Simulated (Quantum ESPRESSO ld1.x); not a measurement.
Question: The aim is the platinum ion Pt3+ in [Xe] 4f14 5d7. What will ld1.x (Quantum ESPRESSO 7.5) do with this input?

```
 &input
    zed=78.0,
    iswitch=1,
    rel=1,
    dft='PZ',
    config='[Xe] 4f14 5d7',
    verbosity='high',
    xmin=-3.0,
    prefix='ld1',
    max_out_wfc=37,
    file_charge='ld1.rho',
 /
```

Answer: Silently wrong. The mesh starts too far from the nucleus; the run ends without a warning, but the energy is off by +43.97 hartree against the default mesh.

Output (excerpt):

```
     Program LD1 v.7.5 starts

     --------------------------- All-electron run ----------------------------

     scalar relativistic calculation

     atomic number is 78.00
     dft =PZ   lsd =0 sic =0 latt =0  beta=0.20 tr2=1.0E-14
     Exchange-correlation= PZ
                           (   1   1   0   0   0   0   0)
     mesh =1497 r(mesh) = 100.61398 a.u. xmin = -3.00 dx = 0.00800
     1 Ry =  13.60569312 eV, c = 137.03599908

     n l     nl                  e(Ry)          e(Ha)          e(eV)
     1 0     1S 1( 2.00)   -5727.802081493   -2863.901040746 -77930.7173900
     2 0     2S 1( 2.00)   -1008.970845747    -504.485422873 -13727.7476973
     2 1     2P 1( 6.00)    -880.215650048    -440.107825024 -11975.9440166
     3 0     3S 1( 2.00)    -239.010967854    -119.505483927  -3251.9098817
     3 1     3P 1( 6.00)    -201.168706268    -100.584353134  -2737.0396834
     4 0     4S 1( 2.00)     -53.317798696     -26.658899348   -725.4256070
     4 1     4P 1( 6.00)     -40.802456120     -20.401228060   -555.1456966
     3 2     3D 1(10.00)    -158.583755043     -79.291877521  -2157.6419054
     5 0     5S 1( 2.00)     -10.037190495      -5.018595247   -136.5629337
     5 1     5P 1( 6.00)      -6.702395960      -3.351197980    -91.1907426
     4 2     4D 1(10.00)     -25.179762923     -12.589881461   -342.5881272
     4 3     4F 1(14.00)      -7.806285384      -3.903142692   -106.2099234
     5 2     5D 1( 7.00)      -2.872198891      -1.436099445    -39.0782567

     final scf error:  8.2E-15 reached in  30 iterations

     Etot =  -36713.967128 Ry,  -18356.983564 Ha, -499518.970075 eV

     Ekin =   40762.843297 Ry,   20381.421648 Ha,  554606.736716 eV
     Encl =  -90911.831896 Ry,  -45455.915948 Ha,-1236918.486030 eV
     Eh   =   14119.717752 Ry,    7059.858876 Ha,  192108.546719 eV
     Exc  =    -684.696281 Ry,    -342.348140 Ha,   -9315.767481 eV
```

Run on one thread of a shared host, so times are rough (Intel(R) Xeon(R) Processor @ 2.60GHz): 0.59 s of CPU time, 0.87 s wall, 30 iterations on 1497 mesh points, peak memory 29 MiB.
